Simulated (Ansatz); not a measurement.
Consider the substitution at a C–B bond: `CCCBS` + `OCF` → `CCCOCF` + `BS`.

Computed with Ansatz on PBE0-D4/def2-TZVP structures; ΔE is electronic, products minus reactants. CCSD(T)/CBS adds triple-zeta CCSD(T) − MP2 to the extrapolated MP2 energy (def2 sets, frozen cores). This one scheme is used for every species. DFT in def2-TZVPP. Each species was taken in one conformer, which may not be the lowest.

CCSD(T)/CBS gives +72.8 kJ/mol.

(1) Another level gave +70.4 kJ/mol. Which?
A. HF/def2-TZVPP
B. PBE0-D4/def2-TZVPP
C. ωB97X-V/def2-TZVPP
D. ωB97M-V/def2-TZVPP

Largest T1 diagnostic among the species: 0.015.

## Answers

(1) D. ωB97M-V 70.4, PBE0-D4 75.5, HF/def2-TZVPP 54.2, ωB97X-V 65.6 kJ/mol.

The D4 term adds +5.6 kJ/mol with B3LYP and +3.1 kJ/mol with PBE0; it sums over pairs of atoms, weighted by their polarisabilities, and B3LYP, whose exchange is more repulsive, gets the larger term. In def2-TZVPP, CCSD(T) changes the Hartree–Fock value by +14.9 kJ/mol (the triples alone add +0.9 kJ/mol) and MP2 by +22.5 kJ/mol.

B3LYP here is the variant with VWN-RPA as its local correlation; programs differ in this.
